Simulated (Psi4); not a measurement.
Tl (SMILES [Tl]), doublet (core potentials on Tl). Base run: B3LYP/def2-SVP in Psi4.

Geometry (Å):
```xyz
1

Tl     0.0000     0.0000     0.0000
```
Charge 0, spin multiplicity 2.
Orbitals are unrestricted.
All else is at Psi4's defaults (density fitting).
Base energy -172.56293 Eh.

Each row names what was changed in the base input (with any setting that the change needs).

```csv
change,ΔE vs base (mEh),SCF cycles,grid points,basis functions
base,0.000,8,19630,26
dft_radial_scheme = multiexp,0.004,8,22046,26
guess = gwh,0.000,7,19630,26
dft_spherical_points = 974,0.000,8,63232,26
dft_radial_points = 99,0.003,8,25670,26
d_convergence = 1e-8,0.000,9,19630,26
scf_type = direct,-0.004,10,19630,26
scf_type = cd,-0.056,8,19630,26
df_basis_scf = def2-universal-jkfit,0.000,8,19630,26
damping_percentage = 20,-0.002,16,19630,26
scf_type = pk,-0.004,8,19630,26
scf_initial_accelerator = ediis,0.000,8,19630,26
puream = false,-1.225,8,19630,28
```

Open shells are given as the SCF converged; they aren't shown to be the lowest states, and a large step between rows can be another state.
